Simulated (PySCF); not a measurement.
Mayer bond orders and bond lengths

Species: C₄H₈FNSi₂.
Numbering: `[N:1]#[C:2][C@@H:3]1[SiH2:4][SiH2:5][CH2:6][C@H:7]1[F:8]` (hydrogens: H9 on C3; H10, H11 on Si4; H12, H13 on Si5; H14, H15 on C6; H16 on C7)

Cartesian coordinates in Å at the GFN2-xTB level; atoms count from 1:
```xyz
16
C4H8FNSi2 angstrom
N      2.8852   -0.6181    0.9102
C      2.0687   -0.3805    0.1425
C      1.0295   -0.0580   -0.7772
Si     0.2766    1.6912   -0.3585
Si    -1.4126    0.7769    0.9442
C     -0.8129   -1.0268    0.6639
C     -0.0992   -1.0887   -0.6772
F     -1.0165   -0.7961   -1.6799
H      1.4438   -0.0777   -1.7886
H      1.3513    2.4813    0.2472
H     -0.0503    2.3037   -1.6498
H     -2.7768    0.9230    0.4287
H     -1.4233    1.0623    2.3819
H     -0.1068   -1.3330    1.4363
H     -1.6296   -1.7483    0.6655
H      0.2653   -2.1023   -0.9006
```

Bond orders from the PBE0/pcSseg-1 density (PySCF). Geometry: GFN2-xTB, one conformer, isolated molecule.

Where do the orders between heavy atoms depart from those drawn in the SMILES?

The largest departure is 0.230, at C3–Si4 (drawn single, 0.770). Drawn single, order below 0.88: C3–Si4 (0.770), Si5–C6 (0.873) and C7–F8 (0.863).

Give the Mayer order of every bond between heavy atoms, beside its length.

```json
{"bond": "N1–C2", "drawn as": "triple", "length (Å)": "1.146", "Mayer order": "3.028"}
{"bond": "C2–C3", "drawn as": "single", "length (Å)": "1.425", "Mayer order": "0.990"}
{"bond": "C3–Si4", "drawn as": "single", "length (Å)": "1.950", "Mayer order": "0.770"}
{"bond": "Si4–Si5", "drawn as": "single", "length (Å)": "2.321", "Mayer order": "0.912"}
{"bond": "Si5–C6", "drawn as": "single", "length (Å)": "1.921", "Mayer order": "0.873"}
{"bond": "C6–C7", "drawn as": "single", "length (Å)": "1.521", "Mayer order": "1.023"}
{"bond": "C7–F8", "drawn as": "single", "length (Å)": "1.390", "Mayer order": "0.863"}
{"bond": "C7–C3", "drawn as": "single", "length (Å)": "1.532", "Mayer order": "0.983"}
```

Bonds between the same two heavy elements. C–C: lowest C7–C3 (0.983, 1.532 Å), highest C6–C7 (1.023, 1.521 Å); in 1 of the 3 pairs the longer bond (by over 0.003 Å) has the higher order (by 0.02 or more). C–Si: lowest C3–Si4 (0.770, 1.950 Å), highest Si5–C6 (0.873, 1.921 Å).

And the bonds to hydrogen?

C–H: 0.91 to 0.94 (4 bonds); H–Si: 0.94 to 0.95 (4 bonds).

Sum the orders of all bonds at each heavy atom with more than one neighbour and set the sums beside the valence in the SMILES.

C2 4.018 (drawn 4), C3 3.655 (drawn 4), Si4 3.578 (drawn 4), Si5 3.675 (drawn 4), C6 3.764 (drawn 4), C7 3.811 (drawn 4). Orders between atoms that aren't bonded are not in these sums.

Mayer orders depend on the basis set.
